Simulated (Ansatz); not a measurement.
The cluster As4O6⁺, relaxed as a doublet with UKS r2SCAN-D4/def2-SVP in Ansatz, starting from the GFN2-xTB geometry. Force threshold 0.03 eV/Å.

The structure holds 1 bond(s) between oxygen atoms. The relaxation made no stability test and no search for a lower SCF solution. The structure comes from a short search, and lower isomers may exist.

Start:

Cartesian coordinates in Å:
```
As -1.8552 -0.6916 -0.3461
As 2.5592 0.1800 0.7614
As 0.4790 0.3180 -1.9266
As -0.0207 -0.9457 2.5058
O 1.5327 -0.5306 1.9285
O -0.4185 -1.0351 -1.2799
O -1.0046 -0.3892 1.2642
O -1.9217 0.9677 -0.8822
O 1.4634 0.6783 -0.4080
O -0.8136 1.4482 -1.6170
```

| step | energy (eV) | largest force component (eV/Å) | SCF passes |
| --- | --- | --- | --- |
| 1 | -255594.1276 | 2.201 | 27 |
| 2 | -255594.3924 | 0.845 | 24 |
| 3 | -255594.4610 | 0.142 | 24 |
| 4 | -255594.4625 | 0.097 | 26 |
| 5 | -255594.4630 | 0.042 | 25 |
| 6 | -255594.4632 | 0.016 | 27 |

Force components are those of the run's own axes.

End:

```xyz
10

As   -1.893   -0.713   -0.350
As    2.622    0.208    0.780
As    0.496    0.323   -1.964
As   -0.036   -0.943    2.574
O     1.591   -0.562    1.993
O    -0.437   -1.061   -1.326
O    -1.038   -0.418    1.272
O    -1.966    0.999   -0.891
O     1.495    0.676   -0.439
O    -0.834    1.492   -1.649
```

By distances, no bond broke or formed. The bond that changes most is As1–As3, from 2.99 to 3.06 Å (atoms count from 1).

No frequencies were taken in this run, so the end may be a saddle point.

It took 35 s on 4 threads of Intel Xeon Platinum 8488C on a shared host.
